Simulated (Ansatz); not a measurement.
`C[SiH]([AlH2])[SiH3]` and `C[SiH]([AlH2])[SbH2]` differ in one atom or group.

Ansatz, PBE0-D4/def2-TZVP geometries, multiplicity 1. 

Elements past krypton have def2 core potentials.  Spin–orbit coupling is left out; it splits and shifts lone-pair levels of the heavy atoms by tenths of an eV.

```tsv
property	`C[SiH]([AlH2])[SiH3]`
ideal-gas entropy at 298 K and 1 bar (rigid rotor, harmonic PBE0-D4/def2-TZVP) / J/(mol·K)	398
LUMO energy (PBE/def2-TZVPP) / eV	-2.82
LUMO energy (B3LYP/def2-TZVPP) / eV	-2.26
HOMO energy (B3LYP/def2-TZVPP) / eV	-6.97
size of the dipole moment (ωB97M-V/def2-TZVPP) / D	1.09
zero-point energy (PBE0-D4/def2-TZVP) / kJ/mol	219.5
```

Task: Give the same properties after the change, and the shifts. (Best estimate.)

Result: Ansatz gave: 
```csv
property,`C[SiH]([AlH2])[SbH2]`,shift
"ideal-gas entropy at 298 K and 1 bar (rigid rotor, harmonic PBE0-D4/def2-TZVP) / J/(mol·K)",387,-11
LUMO energy (PBE/def2-TZVPP) / eV,-2.04,0.78
LUMO energy (B3LYP/def2-TZVPP) / eV,-1.47,0.79
HOMO energy (B3LYP/def2-TZVPP) / eV,-6.23,0.74
size of the dipole moment (ωB97M-V/def2-TZVPP) / D,1.98,0.89
zero-point energy (PBE0-D4/def2-TZVP) / kJ/mol,193.3,-26.2
```

With PBE0 the HOMO rises by 0.73 eV and the LUMO rises by 0.79 eV, so the gap widens by about 0.06 eV. PBE moves the HOMO by 0.61 eV and ωB97M-V by 0.82 eV. The zero-point energy changes by -26.2 kJ/mol with -3 modes. Dipoles are sizes alone; their direction can turn.

Positive LUMOs are unbound, so they and the gaps depend on the basis.

B3LYP here is the variant with VWN-RPA as its local correlation; programs differ in this.
